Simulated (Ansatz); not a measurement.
Geometry optimisation, Ansatz, RKS PBE0-D4/6-31G*.

The input (input.yaml):

```yaml
crystal:
  periodic: [false, false, false]
  atoms:
    - { symbol: Al, position_ang: [0.0, 0.0, 0.0] }
    - { symbol: Cl, position_ang: [0.0, 0.0, 2.58] }
    - { symbol: "N", position_ang: [1.6627, 0.0, -0.96] }
    - { symbol: H, position_ang: [2.1293, -0.9179, -1.2118] }
    - { symbol: H, position_ang: [2.1141, 0.9179, -1.2382] }
    - { symbol: Cl, position_ang: [-1.9312, 0.0, -1.115] }
    - { symbol: H, position_ang: [-0.2326, 1.7497, 0.5865] }
    - { symbol: H, position_ang: [-0.1982, 1.4906, 1.5585] }
basis:
  gaussian: { orbitals: "6-31G*" }
hamiltonian:
  xc: pbe0
  dispersion: d4
relax:
  f_tol: 0.15
  max_steps: 25
  restrain:
    - { distance: [0, 6], at: 2.76, k: 30.0 }
    - { distance: [7, 1], at: 2.57, k: 30.0 }
    - { distance: [0, 1], at: 2.23, k: 30.0 }
    - { distance: [7, 6], at: 0.66, k: 30.0 }
```

Launched with:

```bash
$ ansatz run input.yaml --threads 1 --pin off --max-ram 2048MiB --backend cpu --events-out ev --progress --plain --runs-dir out
```

Q: Where does it end, and by what steps?

A: The forces met the threshold. The restraints hold the end off the free minimum; the threshold counts their pulls, which the force column leaves out. Restrained pairs: Al1–H7 (1.86 → 2.76 Å), Cl2–H8 (1.82 → 2.58 Å), Al1–Cl2 (2.58 → 2.19 Å), H7–H8 (1.01 → 0.71 Å). After 10 steps the energy has fallen by 2.527 eV (the restraints' own energy left out); H5 moved furthest, 1.16 Å.

```tsv
step	energy less start (eV)	largest force component (eV/Å)	accepted
0	0.0000	2.443	yes
1	-0.6240	2.133	yes
2	-1.0140	2.949	yes
3	-1.7390	2.790	yes
4	-2.1626	1.321	yes
5	-2.2558	1.127	yes
6	-2.3208	1.192	yes
7	-2.4013	1.230	yes
8	-2.4558	1.181	yes
9	-2.5171	1.239	yes
10	-2.5271	1.229	yes
```

```xyz
8
Properties=species:S:1:pos:R:3
Al 0.037 -0.157 -0.047
Cl 0.038 -0.670 2.079
N 1.562 -0.111 -0.913
H 2.463 -0.247 -0.476
H 1.654 0.083 -1.900
Cl -1.778 0.144 -1.032
H -0.252 2.372 1.019
H -0.180 1.826 1.470
```

Time of the run: 41 s on 1 thread of Intel(R) Xeon(R) Platinum 8488C (Sapphire Rapids), with other jobs on the host, peak memory 0.18 GiB.
